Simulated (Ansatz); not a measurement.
Ansatz (a quantum-chemistry and plane-wave program) input:
A basis named .json is the Basis Set Exchange file of that set.

Ansatz 0.2 input:
```yaml
crystal:
  periodic: [false, false, false]
  atoms:
    - {symbol: Pb, position_ang: [-0.00000000, -0.00000000, -0.42772181]}
    - {symbol: Cl, position_ang: [0.00000000, 0.00000000, 2.06312872]}
basis:
  gaussian:
    orbitals: def2-QZVPP.json
magnetization: {spin_polarized: true, initial_magnetization: 1}
correlation: {method: ccsd_t, electrons: outside_noble_gas}
```

Task: Predict the final energy.

Result: -651.71776 Eh (CCSD(T)/def2-QZVPP). The basis has 152 functions.
